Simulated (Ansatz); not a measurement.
Born–Oppenheimer molecular dynamics of a periodic cell of 40 atoms, H$_{4}$C (contents 8 CH4, density as packed 0.47 g/cm³ with natural masses). It goes on from the last frame of an earlier run, with new velocities.

Computed with Ansatz, DFT PBE-D3(BJ), scalar-relativistic, plane waves, PAW. Settings: cutoff 420 eV, k mesh 1x1x1, fermi-dirac smearing 0.02 eV, no spin polarisation.

- ensemble: NPT, Langevin
- time step: 0.75 fs
- steps asked: 400
- set temperature: 700 K
- friction: 0.01 /fs
- pressure: 0 GPa
- seed: 427404

Frames 3.75 fs apart, positions in Å.

Velocities at 202.5 fs (Å/ps):

```
C 7.46 -1.44 -0.60
H -5.57 16.52 47.68
H 4.22 -8.75 22.09
H -42.18 -45.49 29.47
H 15.68 24.02 12.66
C 11.26 5.62 -1.15
H -17.64 19.54 -34.74
H 3.03 2.44 20.20
H -19.45 38.92 -16.89
H -14.02 -5.17 12.21
C 2.87 -1.01 2.47
H 10.81 28.20 17.33
H -5.17 3.50 -30.23
H -0.02 40.62 25.05
H -59.96 17.07 0.25
C -0.05 4.97 -5.62
H -32.92 -17.19 60.57
H -14.28 -34.61 9.68
H 16.77 -2.01 -40.60
H 19.18 38.01 -7.06
C 3.15 -7.81 4.08
H -48.01 -8.20 -51.81
H 2.69 -0.78 16.06
H 41.02 1.52 31.40
H 15.53 12.46 26.35
C 16.52 -1.91 2.57
H 16.04 -54.18 -6.33
H 13.89 -2.35 12.28
H -12.61 -8.66 8.66
H -6.60 -30.53 3.09
C -3.01 -3.18 -0.52
H 11.16 35.73 -15.79
H -12.74 37.91 -47.03
H -9.59 0.33 6.61
H -20.50 -22.01 2.51
C -13.04 -7.72 1.54
H 18.21 -24.99 -13.73
H 35.05 -17.91 -7.12
H -17.18 26.72 -30.39
H 22.91 37.58 -19.91
```

```xyz
40
Lattice="8.6000 0.0000 0.0000 0.0000 8.6000 0.0000 0.0000 0.0000 8.6000" Properties=species:S:1:pos:R:3 time_fs=202.5 energy_less_start_eV=-0.660 T=715
C 3.381 0.786 7.321
H 2.503 0.710 6.744
H 3.200 1.402 8.272
H 3.947 1.143 6.373
H 3.873 -0.064 7.655
C 9.710 3.250 4.248
H 9.476 2.233 4.548
H 9.645 3.458 3.151
H 10.729 3.293 4.459
H 8.933 3.872 4.879
C 4.083 4.644 0.477
H 5.023 4.985 0.920
H 3.303 4.842 1.203
H 4.186 3.554 0.415
H 3.964 4.979 -0.615
C 0.542 6.766 2.520
H 1.474 6.228 2.370
H -0.401 6.242 2.845
H 0.313 7.285 1.508
H 0.845 7.622 3.231
C 3.227 0.844 3.000
H 4.063 0.640 2.302
H 3.066 1.921 2.800
H 3.487 0.502 4.037
H 2.305 0.277 2.700
C 7.978 7.824 6.269
H 8.051 7.202 5.431
H 8.074 8.876 6.034
H 8.787 7.499 6.889
H 7.052 7.699 6.785
C 4.972 5.876 5.346
H 5.748 6.155 4.764
H 4.749 6.767 6.010
H 5.202 5.019 5.965
H 4.079 5.743 4.698
C 8.244 4.510 7.547
H 7.211 4.923 7.348
H 8.717 5.579 7.639
H 8.844 3.921 6.852
H 8.019 3.820 8.318
40
Lattice="8.6090 0.0000 0.0000 0.0000 8.6090 0.0000 0.0000 0.0000 8.6090" Properties=species:S:1:pos:R:3 time_fs=206.2 energy_less_start_eV=-1.384 T=803
C 3.405 0.791 7.345
H 2.356 0.705 6.943
H 3.269 1.380 8.224
H 3.890 1.084 6.512
H 3.949 -0.114 7.710
C 9.741 3.278 4.251
H 9.429 2.255 4.414
H 9.632 3.480 3.213
H 10.802 3.493 4.511
H 9.014 3.821 4.837
C 4.098 4.658 0.478
H 5.022 5.095 0.949
H 3.229 4.884 1.114
H 4.199 3.609 0.516
H 3.770 5.074 -0.509
C 0.533 6.810 2.500
H 1.370 6.119 2.588
H -0.344 6.177 2.857
H 0.405 7.228 1.460
H 0.871 7.675 3.126
C 3.241 0.816 3.016
H 3.894 0.591 2.147
H 3.061 1.899 2.894
H 3.628 0.543 4.039
H 2.346 0.312 2.803
C 8.044 7.817 6.285
H 8.114 7.024 5.386
H 8.120 8.878 6.058
H 8.813 7.464 6.999
H 7.032 7.579 6.805
C 4.955 5.887 5.350
H 5.871 6.258 4.662
H 4.728 6.841 5.837
H 5.182 5.022 5.996
H 4.070 5.652 4.724
C 8.208 4.504 7.558
H 7.249 4.812 7.243
H 8.839 5.398 7.694
H 8.754 4.034 6.723
H 8.121 3.865 8.421
40
Lattice="8.6176 0.0000 0.0000 0.0000 8.6176 0.0000 0.0000 0.0000 8.6176" Properties=species:S:1:pos:R:3 time_fs=210.0 energy_less_start_eV=-0.530 T=656
C 3.411 0.776 7.379
H 2.262 0.588 7.185
H 3.419 1.490 8.191
H 4.026 1.221 6.495
H 3.942 -0.164 7.719
C 9.756 3.292 4.258
H 9.456 2.202 4.318
H 9.577 3.521 3.178
H 10.837 3.655 4.620
H 9.071 3.890 4.799
C 4.109 4.690 0.486
H 4.922 5.214 0.892
H 3.183 4.939 1.070
H 4.215 3.528 0.559
H 3.670 5.140 -0.369
C 0.525 6.853 2.474
H 1.313 6.015 2.745
H -0.257 6.264 2.854
H 0.513 7.084 1.469
H 0.821 7.663 3.030
C 3.264 0.794 3.027
H 3.761 0.529 2.095
H 3.043 1.839 3.023
H 3.773 0.602 3.936
H 2.298 0.256 2.915
C 8.095 7.780 6.303
H 8.159 7.067 5.485
H 8.188 8.846 6.036
H 8.854 7.485 7.098
H 7.158 7.509 6.743
C 4.944 5.908 5.335
H 5.843 6.193 4.686
H 4.694 6.876 5.745
H 5.178 5.089 6.015
H 4.144 5.559 4.720
C 8.183 4.496 7.564
H 7.159 4.753 7.122
H 8.946 5.207 7.842
H 8.635 4.097 6.626
H 8.193 3.870 8.573
40
Lattice="8.6222 0.0000 0.0000 0.0000 8.6222 0.0000 0.0000 0.0000 8.6222" Properties=species:S:1:pos:R:3 time_fs=213.8 energy_less_start_eV=-0.505 T=667
C 3.410 0.764 7.404
H 2.381 0.484 7.399
H 3.587 1.641 8.230
H 4.002 1.285 6.632
H 3.861 -0.131 7.716
C 9.774 3.308 4.251
H 9.593 2.235 4.281
H 9.553 3.552 3.202
H 10.654 3.646 4.640
H 9.005 4.002 4.852
C 4.096 4.713 0.506
H 4.931 5.381 0.844
H 3.213 4.905 1.105
H 4.239 3.650 0.530
H 3.698 5.183 -0.430
C 0.544 6.856 2.452
H 1.244 6.083 2.799
H -0.389 6.394 2.843
H 0.592 6.949 1.281
H 0.760 7.833 3.038
C 3.273 0.763 3.033
H 3.718 0.499 2.066
H 3.013 1.850 3.144
H 4.018 0.603 3.906
H 2.310 0.226 3.083
C 8.153 7.732 6.340
H 8.260 7.115 5.500
H 8.270 8.770 6.032
H 8.848 7.531 7.097
H 7.202 7.471 6.728
C 4.946 5.923 5.301
H 5.773 6.021 4.725
H 4.612 6.909 5.762
H 5.203 5.203 6.081
H 4.143 5.486 4.631
C 8.152 4.469 7.568
H 7.180 4.783 7.175
H 8.984 5.179 7.982
H 8.542 4.044 6.670
H 8.181 3.901 8.459
40
Lattice="8.6265 0.0000 0.0000 0.0000 8.6265 0.0000 0.0000 0.0000 8.6265" Properties=species:S:1:pos:R:3 time_fs=217.5 energy_less_start_eV=-1.546 T=876
C 3.423 0.777 7.465
H 2.392 0.464 7.513
H 3.645 1.546 8.171
H 3.879 1.260 6.663
H 3.917 -0.181 7.803
C 9.749 3.353 4.244
H 9.752 2.261 4.308
H 9.593 3.609 3.229
H 10.741 3.686 4.685
H 9.029 3.904 4.804
C 4.070 4.755 0.514
H 4.918 5.460 0.791
H 3.245 4.877 1.251
H 4.374 3.741 0.424
H 3.818 5.118 -0.506
C 0.559 6.865 2.424
H 1.252 6.157 2.814
H -0.546 6.603 2.751
H 0.637 6.823 1.299
H 0.666 7.844 2.920
C 3.290 0.723 3.047
H 3.712 0.504 2.056
H 3.046 1.782 3.178
H 4.141 0.544 3.776
H 2.373 0.193 3.299
C 8.198 7.703 6.377
H 8.426 7.056 5.394
H 8.310 8.732 6.009
H 8.952 7.522 7.188
H 7.121 7.463 6.731
C 4.925 5.931 5.274
H 5.913 5.931 4.638
H 4.552 6.833 5.738
H 5.196 5.324 6.175
H 4.180 5.447 4.628
C 8.138 4.454 7.567
H 7.213 4.943 7.360
H 8.831 5.179 7.975
H 8.562 3.893 6.714
H 8.078 3.718 8.382
```

Of the whole run (300 fs, mean temperature of the second half 709 K): The conserved energy stayed within 1.3 meV per atom of its start (net change -0.4 meV per atom), so there is no drift, though single steps change it by up to 44 meV in the whole system, a sign of fast motions only just resolved. A run of 0.3 ps of so small a system gives no equilibrium averages. Limits of this set-up: coarse k mesh. The cell's volume went from 454 to 690 Å³.

Time of the run: 17 min on 1 thread of Arm Neoverse V2, on a shared host, peak memory 0.58 GiB.
